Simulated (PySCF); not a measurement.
Atomic charges by several schemes

Species: C5H18Si4.
Atom-mapped SMILES: `[CH2:1]=[CH:2][SiH2:3][Si:4]([SiH3:5])([SiH3:6])[CH2:7][CH2:8][CH3:9]` (hydrogens: H10, H11 on C1; H12 on C2; H13, H14 on Si3; H15, H16, H17 on Si5; H18, H19, H20 on Si6; H21, H22 on C7; H23, H24 on C8; H25, H26, H27 on C9)

Cartesian coordinates in Å at the PBE0-D3(BJ)/def2-SVP level; atoms count from 1:
```xyz
27
C5H18Si4 angstrom
C      3.482   -1.643    0.276
C      2.244   -1.655   -0.232
Si     1.566   -0.329   -1.369
Si     0.077    0.987   -0.116
Si    -1.019    2.514   -1.517
Si     1.381    2.182    1.420
C     -1.169   -0.147    0.773
C     -2.013   -1.001   -0.172
C     -2.984   -1.920    0.554
H      4.207   -0.863    0.015
H      3.832   -2.412    0.974
H      1.569   -2.466    0.074
H      0.870   -0.951   -2.541
H      2.695    0.515   -1.872
H     -0.030    3.472   -2.103
H     -2.039    3.298   -0.750
H     -1.718    1.816   -2.642
H      2.151    1.247    2.299
H      0.531    3.054    2.293
H      2.353    3.052    0.687
H     -0.595   -0.791    1.464
H     -1.817    0.481    1.409
H     -1.350   -1.604   -0.817
H     -2.572   -0.344   -0.862
H     -3.580   -2.518   -0.153
H     -3.685   -1.344    1.179
H     -2.450   -2.619    1.217
```

Density: PBE0/pcSseg-1 (PySCF); schemes: Mulliken, IAO, Hirshfeld and ESP-fitted. Geometry: PBE0-D3(BJ)/def2-SVP, one conformer, isolated molecule.

**Question.** Atoms with like bonding are taken together and averaged. Do the Mulliken, IAO, Hirshfeld and ESP-fitted schemes agree on where the charge is highest?

**Answer.** All schemes agree: Mulliken Si3 (+0.434); IAO Si3 (+0.458); Hirshfeld Si3 (+0.230); ESP-fitted Si3 (+0.282).

**Question.** Do the Mulliken, IAO, Hirshfeld and ESP-fitted schemes agree on where the charge is lowest?

**Answer.** The schemes don't all agree: Mulliken C7 (-0.500); IAO C7 (-0.492); Hirshfeld C7 (-0.150); ESP-fitted C9 (-0.429).

**Question.** Give the atomic charges in each scheme.

**Answer.** In e; atoms taken as equivalent share a row and are averaged (×n: the atom named and its like, n in all):

```csv
atom,environment,Mulliken,IAO,Hirshfeld,ESP-fitted
C1,terminal =CH2 carbon,-0.168,-0.272,-0.079,-0.383
C2,alkene CH carbon,-0.472,-0.411,-0.137,-0.223
Si3,SiH2 silicon,+0.434,+0.458,+0.230,+0.282
Si4,four-coordinate silicon,-0.194,+0.183,+0.118,-0.017
Si5/Si6,SiH3 silicon,+0.284,+0.274,+0.197,+0.185
C7,sp3 carbon bound to silicon,-0.500,-0.492,-0.150,-0.195
C8,chain CH2 carbon,-0.296,-0.231,-0.063,+0.240
C9,methyl carbon,-0.264,-0.406,-0.113,-0.429
H10,vinylic hydrogen,+0.128,+0.143,+0.047,+0.186
H11,vinylic hydrogen,+0.127,+0.148,+0.049,+0.172
H12,vinylic hydrogen,+0.138,+0.149,+0.043,+0.158
H13/H14,Si–H hydrogen,-0.043,-0.101,-0.075,-0.084
H15 (×6),Si–H hydrogen,-0.056,-0.092,-0.075,-0.067
H21/H22,methylene hydrogen,+0.152,+0.140,+0.036,+0.067
H23/H24,methylene hydrogen,+0.140,+0.126,+0.034,-0.013
H25/H26/H27,methyl hydrogen,+0.114,+0.135,+0.039,+0.101
```

Mean size of the charges over all atoms: IAO 0.190 e, Mulliken 0.172 e, ESP-fitted 0.137 e, Hirshfeld 0.085 e. Each set sums to the total charge, 0, to within 0.001 e. The ESP scheme fits charges at the nuclei, held to the total charge, to the electrostatic potential on points at 1.4 to 2.0 times the van der Waals radii.

Some averages cover members that differ in this geometry: Si5/Si6, ESP-fitted +0.167 to +0.203 e.

**Question.** How closely do the schemes follow one another over all atoms?

**Answer.** Correlation coefficient and root-mean-square difference: Mulliken with IAO 0.92, 0.086 e; IAO with Hirshfeld 0.92, 0.138 e; Mulliken with Hirshfeld 0.82, 0.145 e; IAO with ESP-fitted 0.79, 0.137 e; Hirshfeld with ESP-fitted 0.74, 0.119 e; Mulliken with ESP-fitted 0.69, 0.157 e.

**Question.** Sum the charges by element.

**Answer.** 
```tsv
element	atoms	Mulliken	IAO	Hirshfeld	ESP-fitted
C	5	-1.701	-1.813	-0.543	-0.990
Si	4	+0.808	+1.189	+0.742	+0.634
H	18	+0.893	+0.624	-0.200	+0.356
```

**Question.** How many electrons does the ESP-fitted scheme count on C7?

**Answer.** Z − q = 6 − (-0.195) = 6.195.

The run behind these numbers computed NMR shieldings as well. Time: 2.6 min of wall time; peak memory 1.4 GiB. Hardware: an Arm Neoverse N1 with one thread, no GPU, on a shared host.
